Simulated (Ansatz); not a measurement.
Consider the ligand exchange at the Si–N bond: `O[SiH2]N[Si](O)(F)F` + `OCO` → `OCO[SiH2]O` + `N[Si](O)(F)F`.

Isolated molecules relaxed with PBE0-D4/def2-TZVP in Ansatz; ΔE leaves out vibrations. CCSD(T)/CBS adds triple-zeta CCSD(T) − MP2 to the extrapolated MP2 energy (def2 sets, frozen cores). This one scheme is used for every species. Functionals use def2-TZVPP. Each species was taken in one conformer, which may not be the lowest.

```
             level  ΔE (kcal/mol)  difference from CCSD(T)/CBS
           PBE0-D4           -7.4                          1.0
           ωB97X-V           -8.6                         -0.2
            B2PLYP           -9.2                         -0.8
               PBE           -8.0                          0.4
            r2SCAN           -8.8                         -0.4
     HF/def2-TZVPP          -10.1                         -1.7
SCS-MP2/def2-TZVPP           -9.0                         -0.6
   CCSD/def2-TZVPP           -8.7                         -0.3
      HF/CBS(def2)          -10.2                         -1.8
    CCSD/CBS(def2)           -8.6                         -0.2
       CCSD(T)/CBS           -8.4                            0
```

Largest T1 diagnostic among the species: 0.012.

The D4 term adds +1.2 kcal/mol with B3LYP and +0.7 kcal/mol with PBE0; it sums over pairs of atoms, weighted by their polarisabilities, and B3LYP, whose exchange is more repulsive, gets the larger term. In def2-TZVPP, CCSD(T) changes the Hartree–Fock value by +1.6 kcal/mol (the triples alone add +0.2 kcal/mol) and MP2 by +1.5 kcal/mol.

B3LYP here is the variant with VWN-RPA as its local correlation; programs differ in this.
